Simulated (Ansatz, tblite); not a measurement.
Spin states of [TcOF4]- (TcOF4⁻), formally d², each relaxed with PBE0-D4/def2-SVPD in Ansatz. Electronic energies in the gas phase.

In the def2 sets Tc takes a core potential; there is no spin–orbit coupling. The xTB rows come from tblite. LC-ωPBE has ω = 0.4 bohr⁻¹.

Singlet geometry (C4v within 0.1 Å):

Cartesian coordinates in Å:
```
Tc 0.1523 0.0117 0.0759
O 1.6024 0.1227 0.7990
F -1.1641 0.9553 1.0822
F -0.7893 -1.5186 0.7146
F 0.2852 -1.0226 -1.5204
F -0.0864 1.4516 -1.1512
```

Triplet geometry (C2v within 0.1 Å):

```xyz
6

Tc   -0.0061    0.0008    0.0144
O    -0.6622    0.0862    1.5553
F     0.5593   -1.7222   -0.4376
F     1.8000    0.3801    0.5871
F    -0.0048    1.6501   -0.8647
F    -1.6862   -0.3949   -0.8544
```

Run but left out: HF/STO-3G, BHLYP-D4/def2-TZVPD (singlet: restricted singlet, unstable in another Hartree–Fock run and untested here).

Only these spin states were relaxed.

| level | triplet − singlet (kJ/mol) | lowest of these | remarks |
| --- | --- | --- | --- |
| GFN1-xTB | 116.0 | singlet | – |
| GFN2-xTB | 119.0 | singlet | – |
| PBE-D4/def2-TZVPD | 11.1 | singlet | HOMO above zero (singlet), HOMO above zero (triplet) |
| revPBE-D4/def2-TZVPD | 8.6 | singlet | HOMO above zero (singlet), HOMO above zero (triplet) |
| r2SCAN-D4/def2-TZVPD | -5.5 | triplet | HOMO above zero (singlet) |
| r2SCANh-D4/def2-TZVPD | -7.2 | triplet | – |
| PBE0-D4/def2-TZVPD | 5.5 | singlet | – |
| LC-ωPBE/def2-TZVPD | 9.0 | singlet | – |
| ωB97M-V/def2-TZVPD | 24.9 | singlet | – |

```json
{"state": "singlet", "donor atoms": "5", "mean metal–ligand distance (Å)": "1.850", "range (Å)": "1.62–1.91", "Mulliken spin on the metal (PBE0)": "0"}
{"state": "triplet", "donor atoms": "5", "mean metal–ligand distance (Å)": "1.856", "range (Å)": "1.68–1.93", "Mulliken spin on the metal (PBE0)": "1.73"}
```

⟨S²⟩ at PBE0-D4/def2-TZVPD: singlet 0.00 (pure 0.00), triplet 2.01 (pure 2.00).

Change of the triplet − singlet gap on mixing in exact exchange, in kJ/mol: PBE to PBE0 (25 % exact exchange) -5.6; r2SCAN to r2SCANh (10 % exact exchange) -1.8.

The xTB methods have no term that favours high spin, so they put low spin too low.
